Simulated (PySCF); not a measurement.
Bonds (- single, = double, # triple, : aromatic): C1=C2, C2-C3, C3=C4, C4-C5, C5-C6, C6-C7. C1 carries H8, H9; C2 carries H10; C3 carries H11; C4 carries H12; C5 carries H13, H14; C6 carries H15, H16; C7 carries H17, H18, H19. Stereochemistry as in C=C/C=C/CCC. H9 is cis to C3; H8 is trans to C3.

Geometry: GFN2-xTB; GIAO shifts from PySCF 2.14, gas phase, non-relativistic, averaged over equivalent atoms.

At PBE0/pcSseg-1 (179 basis functions, 22 s wall time on 1 thread of an Arm Neoverse V1, shared host):
```json
{"atoms": "C2", "δ (ppm)": "145.6"}
{"atoms": "C4", "δ (ppm)": "145.0"}
{"atoms": "C3", "δ (ppm)": "141.7"}
{"atoms": "C1", "δ (ppm)": "121.8"}
{"atoms": "C5", "δ (ppm)": "39.8"}
{"atoms": "C6", "δ (ppm)": "25.7"}
{"atoms": "C7", "δ (ppm)": "15.1"}
{"atoms": "H10", "δ (ppm)": "6.58"}
{"atoms": "H11", "δ (ppm)": "6.38"}
{"atoms": "H12", "δ (ppm)": "5.76"}
{"atoms": "H9", "δ (ppm)": "5.40"}
{"atoms": "H8", "δ (ppm)": "5.28"}
{"atoms": "H13/H14", "δ (ppm)": "2.23"}
{"atoms": "H15/H16", "δ (ppm)": "1.45"}
{"atoms": "H17/H18/H19", "δ (ppm)": "0.91"}
```

References, each an isolated molecule treated in the same way: 13C (186.93 ppm) and 1H (31.72 ppm) against TMS.

**Question.** Predict the values at X3LYP/pcSseg-1 on the same geometry.

**Answer.** 
```json
{"atoms": "C2", "δ at X3LYP/pcSseg-1": "146.7", "change": "+1.1"}
{"atoms": "C4", "δ at X3LYP/pcSseg-1": "146.1", "change": "+1.1"}
{"atoms": "C3", "δ at X3LYP/pcSseg-1": "142.7", "change": "+1.0"}
{"atoms": "C1", "δ at X3LYP/pcSseg-1": "121.0", "change": "-0.8"}
{"atoms": "C5", "δ at X3LYP/pcSseg-1": "41.3", "change": "+1.5"}
{"atoms": "C6", "δ at X3LYP/pcSseg-1": "27.3", "change": "+1.6"}
{"atoms": "C7", "δ at X3LYP/pcSseg-1": "15.7", "change": "+0.6"}
{"atoms": "H10", "δ at X3LYP/pcSseg-1": "6.47", "change": "-0.11"}
{"atoms": "H11", "δ at X3LYP/pcSseg-1": "6.28", "change": "-0.10"}
{"atoms": "H12", "δ at X3LYP/pcSseg-1": "5.69", "change": "-0.07"}
{"atoms": "H9", "δ at X3LYP/pcSseg-1": "5.28", "change": "-0.12"}
{"atoms": "H8", "δ at X3LYP/pcSseg-1": "5.13", "change": "-0.15"}
{"atoms": "H13/H14", "δ at X3LYP/pcSseg-1": "2.23", "change": "+0.00"}
{"atoms": "H15/H16", "δ at X3LYP/pcSseg-1": "1.47", "change": "+0.02"}
{"atoms": "H17/H18/H19", "δ at X3LYP/pcSseg-1": "0.94", "change": "+0.03"}
```

Scale: 13C (σ = 182.17 ppm), 1H (σ = 31.81 ppm) vs TMS (reference shieldings calculated alike).

The largest change is at C6 (sp3 CH2). Cost: 179 basis functions, 23 s wall time on 1 thread of an Arm Neoverse V1, shared host. The order of the carbon signals is the same at both levels.
